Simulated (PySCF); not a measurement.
All values below come from B3LYP-D3(BJ)/def2-TZVP (PySCF). Gas-phase values, no solvent. B3LYP has the VWN-RPA correlation part, as in Gaussian. Excitations are Tamm–Dancoff values on a coarser integration grid. The basis has no diffuse functions, so Rydberg states are missing or too high.

Reference species (SMILES): `[Br][Ga]([Br])[Br]` (neutral, multiplicity 1).

The S1–T1 gap (TDA) is 0.33 eV and the LUMO comes out as -2.68 eV.

Changed species: `[SiH3][Ga]([SiH3])[Br]` (2 of 3 Br replaced by SiH3; the reference has 0 of 3 Br replaced by SiH3).

Problem. Give the shifts of the S1–T1 gap (TDA) and LUMO.

Solution. the S1–T1 gap (TDA) goes up by 0.11 eV, to 0.44 eV; the LUMO rises by 0.04 eV, to -2.64 eV.
